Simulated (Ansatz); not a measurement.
BH4NOSi (`NB1O[SiH2]1`) from Hartree–Fock to CCSD(T)

```csv
atom,x (Å),y (Å),z (Å)
N1,0.0185,-1.3423,-1.1146
B2,0.0231,-0.3169,-0.1853
O3,0.3385,-0.2863,1.1478
Si4,-0.1082,1.3299,0.7317
H5,-0.2424,-1.2054,-2.0733
H6,0.2781,-2.2859,-0.8766
H7,-1.3080,1.8062,1.4639
H8,1.0004,2.3008,0.9065
```

Total charge 0; spin multiplicity 1. The structure was optimised at the PBE0-D4/def2-TZVP level. It is one conformer, not always the lowest. Frozen core, restricted reference, Ansatz 0.2.0. CBS rows extrapolate triple and quadruple zeta; past MP2 they add the triple-zeta difference.

| basis | HF (Eh) | MP2 corr. |
| --- | --- | --- |
| def2-SVP | -445.10701 | -0.53034 |
| def2-TZVPP | -445.40195 | -0.66042 |
| def2-QZVPP | -445.41858 | -0.70963 |

(1) Estimate the CCSD correlation energy and the (T) correction in each basis where they were run (hartree).

## Answers

(1) 
```tsv
basis	CCSD corr.	(T)
def2-SVP	-0.56322	-0.01716
def2-TZVPP	-0.68652	-0.02844
CBS(def2)	-0.77217	as TZ
```
